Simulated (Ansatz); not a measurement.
Reaction (isomerisation): `OCS[SiH3]` → `[SiH3]OCS`

Isolated molecules relaxed with PBE0-D4/def2-TZVP in Ansatz; ΔE leaves out vibrations. CCSD(T)/CBS is the MP2 limit (def2-TZVPP, def2-QZVPP) plus CCSD(T) − MP2 in def2-TZVPP, frozen cores. DFT in def2-TZVPP. HSE06 is defined as in plane-wave codes. Each species was taken in one conformer, which may not be the lowest.

```
         level  ΔE (kJ/mol)
     revPBE-D4        -10.8
       PBE0-D4        -15.7
      HSE06-D4        -15.4
  CAM-B3LYP-D4        -35.4
      PBE-QIDH        -22.8
           PBE        -13.2
       r2SCAN0        -22.9
CCSD/CBS(def2)        -29.7
```

(1) What does CCSD(T)/CBS give? (Estimate.)

(2) What do rigid-rotor, harmonic-oscillator terms from PBE0-D4/def2-TZVP frequencies (298.15 K, 1 bar) make of the CCSD(T)/CBS value? (An estimate is asked.)

Largest T1 diagnostic among the species: 0.012.

## Answers

(1) Ansatz gave: -26.2 kJ/mol. The listed levels differ from it by 15.4, 10.5, 10.8, -9.2, 3.4, 13.0, 3.3, -3.5 kJ/mol.

(2) Computed: ΔZPE = -6.2 kJ/mol, ΔH = -32.4 kJ/mol, ΔS = 6 J/(mol·K), ΔG = -34.2 kJ/mol. Modes under 50 cm⁻¹ make the entropy rough.

Leaving LDA and LC-ωPBE aside and taking each functional with its dispersion term where it has one, the values spread over 24.7 kJ/mol, from CAM-B3LYP-D4 to revPBE-D4. In def2-TZVPP, CCSD(T) changes the Hartree–Fock value by +16.0 kJ/mol (the triples alone add +3.5 kJ/mol) and MP2 by +17.2 kJ/mol.
